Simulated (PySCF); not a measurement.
C5H4F2O, SMILES O=C1C=C(F)C[C@H]1F. Geometry optimised at ωB97X-D3(BJ)/def2-SVP. The structure was generated by enumeration; whether it is a known compound was not checked. Other conformers were not sampled.

Computed equilibrium geometry at ωB97X-D3(BJ)/def2-SVP (PySCF confirms it by a frequency run) as bond lengths and angles (one conformer of several):
Atoms: O1 C2 C3 C4 F5 C6 C7 F8 H9 H10 H11 H12. Bonded distances (Å): O1–C2 1.203, C2–C3 1.481, C2–C7 1.547, C3–C4 1.340, C3–H9 1.090, C4–F5 1.320, C4–C6 1.500, C6–C7 1.533, C6–H10 1.102, C6–H11 1.100, C7–F8 1.368, C7–H12 1.105. Angles (°): O1–C2–C3 128.6, O1–C2–C7 124.6, C3–C2–C7 106.8, C2–C3–C4 107.7, C2–C3–H9 125.1, C4–C3–H9 127.1, C3–C4–F5 125.8, C3–C4–C6 115.7, F5–C4–C6 118.4, C4–C6–C7 102.0, C4–C6–H10 110.6, C4–C6–H11 111.8, C7–C6–H10 109.6, C7–C6–H11 114.6, H10–C6–H11 108.2, C2–C7–C6 105.0, C2–C7–F8 111.5, C2–C7–H12 107.7, C6–C7–F8 112.9, C6–C7–H12 111.1, F8–C7–H12 108.4.
